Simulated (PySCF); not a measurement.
Electron correlation in Re⁶³⁺ (rhenium, charge +63)

Starting occupation: [Ne] 3s2. Calculation: PySCF 2.14, in an even-tempered Gaussian basis (17 s from 7.2 bohr⁻², ratio 2.6; 14 p from 9.4 bohr⁻², ratio 2.6; 6 d from 9.6 bohr⁻², ratio 2.8; 4 f from 130 bohr⁻², ratio 2.8); X2C-1e with screened-nucleus spin-orbit coupling, Gaussian nucleus. Frozen: 1s2; 10 electrons correlated; the 50 highest virtual spinors left out.

MP2 pair energies summed by pair of shells (mhartree):

| pair | energy | share (%) |
| --- | --- | --- |
| 3s1/2-3s1/2 | -118.52 | 23.5 |
| 2p1/2-2p3/2 | -104.92 | 20.8 |
| 2p3/2-2p3/2 | -98.80 | 19.6 |
| 2p3/2-3s1/2 | -47.25 | 9.4 |
| 2p3/2-2s1/2 | -43.90 | 8.7 |
| 2p1/2-2p1/2 | -24.91 | 4.9 |
| 2p1/2-2s1/2 | -23.77 | 4.7 |
| 2p1/2-3s1/2 | -20.06 | 4.0 |
| 2s1/2-2s1/2 | -11.91 | 2.4 |
| 2s1/2-3s1/2 | -9.99 | 2.0 |

Total MP2 correlation energy: -504.04 mhartree.

The virtual space was cut to 56 spinors, which keep -443.44 of the -504.04 mhartree of MP2 correlation.

```
  level  correlation energy (mhartree)
   CCSD                        -476.33
    (T)                          -0.60
CCSD(T)                        -476.93
```

Diagnostics: T1 = 8.8e-05, largest double amplitude 0.080.

Cost of the coupled-cluster step: about 50 core-seconds, for 10 occupied and 56 virtual spinors.

Iterations:

```
Init t2, MP2 energy = -0.443441162191939
CCSD nocc = 10, nmo = 66
Init t2, MP2 energy = -0.443441162191939
Init E_corr(GCCSD) = -0.443441162191939
cycle = 1  E_corr(GCCSD) = -0.465691777725078  dE = -0.0222506155  norm(t1,t2) = 0.0177843
cycle = 2  E_corr(GCCSD) = -0.472390298535004  dE = -0.00669852081  norm(t1,t2) = 0.00674312
cycle = 3  E_corr(GCCSD) = -0.476359966688751  dE = -0.00396966815  norm(t1,t2) = 0.00263763
cycle = 4  E_corr(GCCSD) = -0.476334147401135  dE = 2.58192876e-05  norm(t1,t2) = 3.40237e-05
cycle = 5  E_corr(GCCSD) = -0.47633463790451  dE = -4.90503375e-07  norm(t1,t2) = 8.42889e-07
cycle = 6  E_corr(GCCSD) = -0.476334590669372  dE = 4.72351378e-08  norm(t1,t2) = 4.97829e-08
cycle = 7  E_corr(GCCSD) = -0.476334577712984  dE = 1.29563875e-08  norm(t1,t2) = 2.14572e-08
cycle = 8  E_corr(GCCSD) = -0.476334554977291  dE = 2.27356932e-08  norm(t1,t2) = 1.3684e-08
cycle = 9  E_corr(GCCSD) = -0.476334566491558  dE = -1.15142671e-08  norm(t1,t2) = 5.05762e-10
cycle = 10  E_corr(GCCSD) = -0.476334565431658  dE = 1.05990045e-09  norm(t1,t2) = 6.88622e-09
GCCSD converged
E(GCCSD) = -11940.44626643589  E_corr = -0.4763345654316578
```

The coupled-cluster values are those of the cut space; adding the MP2 remainder, -60.60 mhartree, estimates the full space.

At this charge the one-electron X2C treatment keeps the bare 1/r₁₂, with no two-electron picture change or Breit term. The effect here is smaller than on the frozen 1s shell.
